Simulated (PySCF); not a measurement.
H$_{2}$BiCl (SMILES [Cl][BiH2]), singlet, at a GFN2-xTB geometry (such geometries of metal compounds can be far from the true shape) (core potentials on Bi), with bond 4-1 at 1.4 times its length; CASSCF(2,2)/def2-SVP (PySCF).

PySCF was given this input:
```python
from pyscf import gto, scf, mcscf
import numpy

mol = gto.Mole()
mol.atom = '''
    Bi   -0.26426668   -0.20983171    0.24446008
    H    -1.60991257    0.33248575   -0.77194868
    H    -0.11200694   -1.61457574   -0.82393547
    Cl    2.05385226    1.62377800   -1.63731479
'''
mol.basis = 'def2-svp'
mol.ecp = {'Bi': 'def2-svp'}
mol.verbose = 4
mol.build()

mf = scf.RHF(mol)
mf.kernel()
mc = mcscf.CASSCF(mf, 2, 2)
mc.fix_spin_(ss=0.0)
mc.kernel()
occ = numpy.linalg.eigvalsh(mc.fcisolver.make_rdm1(mc.ci, mc.ncas, mc.nelecas))[::-1]
ss = mc.fcisolver.spin_square(mc.ci, mc.ncas, mc.nelecas)[0]
print('natural occupations', occ.round(4), ' <S^2>', round(ss, 4))
```

It wrote (shortened):

```
PySCF version 2.14.0

[INPUT] verbose = 4
[INPUT] num. atoms = 4
[INPUT] num. electrons = 42
[INPUT] charge = 0
[INPUT] spin (= nelec alpha-beta = 2S) = 0
[INPUT] symmetry False subgroup None
[INPUT] Mole.unit = angstrom
[INPUT] Symbol           X                Y                Z      unit          X                Y                Z       unit  Magmom
[INPUT]  1 Bi    -0.264266680000  -0.209831710000   0.244460080000 AA   -0.499391649048  -0.396524464149   0.461962599589 Bohr   0.0
[INPUT]  2 H     -1.609912570000   0.332485750000  -0.771948680000 AA   -3.042293841795   0.628307007821  -1.458771587420 Bohr   0.0
[INPUT]  3 H     -0.112006940000  -1.614575740000  -0.823935470000 AA   -0.211662440651  -3.051105955967  -1.557012382615 Bohr   0.0
[INPUT]  4 Cl     2.053852260000   1.623778000000  -1.637314790000 AA    3.881218271719   3.068495707094  -3.094076532800 Bohr   0.0

nuclear repulsion = 77.5295561748565
number of shells = 24
number of NR pGTOs = 111
number of NR cGTOs = 54
basis = def2-svp
ecp = {'Bi': 'def2-svp'}

******** <class 'pyscf.scf.hf.RHF'> ********
method = RHF
initial guess = minao
damping factor = 0
level_shift factor = 0
DIIS = <class 'pyscf.scf.diis.CDIIS'>
diis_start_cycle = 1
diis_space = 8
diis_damp = 0
SCF conv_tol = 1e-09
SCF conv_tol_grad = None
SCF max_cycles = 50
direct_scf = True
direct_scf_tol = 1e-13
Set gradient conv threshold to 3.16228e-05
Initial guess from minao.
init E= -646.426955030604
  HOMO = -0.656000088546405  LUMO = -0.649107700787374  gap/eV = 0.18755
cycle= 1 E= -673.052824829595  delta_E= -26.6  |g|= 1.65  |ddm|= 12.6
  HOMO = -0.128017423150645  LUMO = 0.0375071423866018  gap/eV = 4.50415
cycle= 2 E= -673.680876338883  delta_E= -0.628  |g|=  1.1  |ddm|= 4.72
  HOMO = -0.276724294886016  LUMO = -0.0753750828677298  gap/eV = 5.47899
cycle= 3 E= -673.988739445346  delta_E= -0.308  |g|= 0.113  |ddm|= 1.66
  HOMO = -0.337103888950247  LUMO = -0.0679895799219921  gap/eV = 7.32297
cycle= 4 E= -673.994420466477  delta_E= -0.00568  |g|= 0.0251  |ddm|= 0.285
  HOMO = -0.335872915798464  LUMO = -0.063009953039824  gap/eV = 7.42498
cycle= 5 E= -673.994933444787  delta_E= -0.000513  |g|= 0.00606  |ddm|= 0.0858
  HOMO = -0.336798350152261  LUMO = -0.0630920367918364  gap/eV = 7.44793
cycle= 6 E= -673.994984526664  delta_E= -5.11e-05  |g|= 0.00301  |ddm|= 0.0235
  HOMO = -0.336285779886431  LUMO = -0.0630572281614477  gap/eV = 7.43493
cycle= 7 E= -673.994993637208  delta_E= -9.11e-06  |g|= 0.00091  |ddm|= 0.00914
  HOMO = -0.336306175199101  LUMO = -0.0631415397481447  gap/eV = 7.43319
cycle= 8 E= -673.994995394836  delta_E= -1.76e-06  |g|= 0.000203  |ddm|= 0.00502
  HOMO = -0.336334206743027  LUMO = -0.0631272559612768  gap/eV = 7.43434
cycle= 9 E= -673.994995454542  delta_E= -5.97e-08  |g|= 7.03e-05  |ddm|= 0.000863
  HOMO = -0.336350634486611  LUMO = -0.0631263861982774  gap/eV = 7.43481
cycle= 10 E= -673.994995460368  delta_E= -5.83e-09  |g|= 2.05e-05  |ddm|= 0.000281
  HOMO = -0.336353556331912  LUMO = -0.0631244669090805  gap/eV = 7.43494
cycle= 11 E= -673.994995460821  delta_E= -4.52e-10  |g|= 3.16e-06  |ddm|= 9.69e-05
  HOMO = -0.336354368372082  LUMO = -0.0631241973669887  gap/eV = 7.43497
Extra cycle  E= -673.994995460825  delta_E= -4.43e-12  |g|= 1.28e-06  |ddm|= 8.38e-06
converged SCF energy = -673.994995460825

******** <class 'pyscf.mcscf.mc1step.CASSCF'> ********
CAS (1e+1e, 2o), ncore = 20, nvir = 32
max_cycle_macro = 50
max_cycle_micro = 4
conv_tol = 1e-07
conv_tol_grad = None
orbital rotation max_stepsize = 0.02
orbital rotation threshold for CI restart = 0.01
augmented hessian ah_max_cycle = 30
augmented hessian ah_conv_tol = 1e-12
augmented hessian ah_linear dependence = 1e-14
augmented hessian ah_level shift = 1e-08
augmented hessian ah_start_tol = 2.5
augmented hessian ah_start_cycle = 3
augmented hessian ah_grad_trust_region = 3
kf_trust_region = 3
kf_interval = 4
ci_response_space = 4
ci_grad_trust_region = 3
with_dep4 0
natorb = False
canonicalization = True
sorting_mo_energy = False
ao2mo_level = 2
internal_rotation = False
******** <class 'pyscf.fci.addons.SpinPenaltyFCISolver'> ********
max. cycles = 50
conv_tol = 1e-08
davidson only = True
linear dependence = 1e-12
level shift = 0.001
max iter space = 12
nroots = 1
pspace_size = 400
spin = None
CASCI E = -674.013300663505  S^2 = 0.0000000
Set conv_tol_grad to 0.000316228
macro iter   1 ( 19 JK    4 micro), CASSCF E = -674.026943053334  dE = -1.36423898e-02  S^2 = 0.0000000
               |grad[o]|=0.098  |grad[c]|=0.0163  |ddm|=0.169  |maxRot[o]|=0.163
macro iter   2 ( 10 JK    4 micro), CASSCF E = -674.027136865293  dE = -1.93811959e-04  S^2 = 0.0000000
               |grad[o]|=0.0128  |grad[c]|=0.000599  |ddm|=0.0212  |maxRot[o]|=0.0334
macro iter   3 (  8 JK    3 micro), CASSCF E = -674.027137519643  dE = -6.54350174e-07  S^2 = 0.0000000
               |grad[o]|=0.000753  |grad[c]|=2.21e-05  |ddm|=0.00166  |maxRot[o]|=0.000769
macro iter   4 (  3 JK    1 micro), CASSCF E = -674.027137521666  dE = -2.02294359e-09  S^2 = 0.0000000
               |grad[o]|=5.21e-05  |grad[c]|=9.42e-06  |ddm|=6.97e-05  |maxRot[o]|=2.49e-05
1-step CASSCF converged in   4 macro ( 40 JK  12 micro) steps
CASSCF canonicalization
Density matrix diagonal elements [1.70806713 0.29193287]
CASSCF energy = -674.027137521666
CASCI E = -674.027137521666  E(CI) = -1.07854074469481  S^2 = 0.0000000
natural occupations [1.7474 0.2526]  <S^2> 0.0
```
